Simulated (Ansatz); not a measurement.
Ansatz (an electronic-structure program) input (CCSD(T)/def2-SVPD):

Ansatz 0.2 input:
```yaml
crystal:
  periodic: [false, false, false]
  atoms:
    - {symbol: Sn, position_ang: [0.38816642, 0.33636741, -0.25175574]}
    - {symbol: O, position_ang: [-1.05484316, 1.30050212, -0.95099031]}
    - {symbol: Cl, position_ang: [-0.64526915, -1.60131693, 1.18798290]}
basis:
  gaussian:
    orbitals: def2-SVPD
total_charge: -1
magnetization: {spin_polarized: false}
correlation: {method: ccsd_t, electrons: outside_noble_gas}
output: {forces: true}
```

Output:

```
Functional definition: HF
integrals: 0.08 GiB planned
892 factors; integrals over basis functions are off by at most 1.3e-4 eV
mean field: 0.29 GiB planned
mean field evaluation 1: about -20340.4966 eV, gradient 3.0e1 eV
mean field evaluation 2: about -20340.6371 eV, gradient 3.0e1 eV
mean field evaluation 4: about -20342.9304 eV, gradient 2.6e0 eV
mean field evaluation 8: about -20342.9729 eV, gradient 2.9e-1 eV
mean field evaluation 16: about -20340.4959 eV, gradient 3.0e1 eV
mean field -20342.97387131 eV, -747.5905008077 hartree, gradient 1.9e-6 eV, S^2 0.000000; 0 other end points of the search recorded, 0 dependent functions left out
15 core orbitals not correlated
reference -20342.97387131 eV, -747.5905008077 hartree; 9, 9 occupied and 58, 58 virtual orbitals, 892 factors
densities: 0.27 GiB planned
second order -12.31625062 eV of doubles, -0.00000000 eV of singles
coupled cluster: 0.20 GiB planned
cycle   1  -11.73291130 eV  change    5.8e-1 eV  update   1.9e-1
cycle   2  -12.26286069 eV  change   -5.3e-1 eV  update   1.1e-1
cycle   3  -12.42765030 eV  change   -1.6e-1 eV  update   4.1e-2
cycle   4  -12.43502742 eV  change   -7.4e-3 eV  update   1.7e-2
cycle   5  -12.42512553 eV  change    9.9e-3 eV  update   7.1e-3
cycle   6  -12.42786744 eV  change   -2.7e-3 eV  update   3.3e-3
cycle   7  -12.42844202 eV  change   -5.7e-4 eV  update   1.3e-3
cycle   8  -12.42776205 eV  change    6.8e-4 eV  update   5.6e-4
cycle   9  -12.42778590 eV  change   -2.4e-5 eV  update   2.1e-4
cycle  10  -12.42795424 eV  change   -1.7e-4 eV  update   1.2e-4
cycle  11  -12.42782504 eV  change    1.3e-4 eV  update   6.4e-5
cycle  12  -12.42779336 eV  change    3.2e-5 eV  update   3.3e-5
cycle  13  -12.42783589 eV  change   -4.3e-5 eV  update   1.3e-5
cycle  14  -12.42782575 eV  change    1.0e-5 eV  update   6.0e-6
cycle  15  -12.42783003 eV  change   -4.3e-6 eV  update   3.4e-6
coupled cluster: 0.20 GiB planned
perturbative correction -0.56684454 eV, -0.0208311527 hartree
the calculation of the forces begins
Total energy: -20355.96854589 eV, -748.0680462903 hartree
Atom 0 at     0.388166     0.336367    -0.251756 Å, force     1.225486    -0.593918     0.427790 eV/Å
Atom 1 at    -1.054843     1.300502    -0.950990 Å, force    -1.137090     0.759937    -0.551144 eV/Å
Atom 2 at    -0.645269    -1.601317     1.187983 Å, force    -0.088396    -0.166019     0.123354 eV/Å
Dipole moment:     0.921587     0.096299    -0.079171 e Å
```
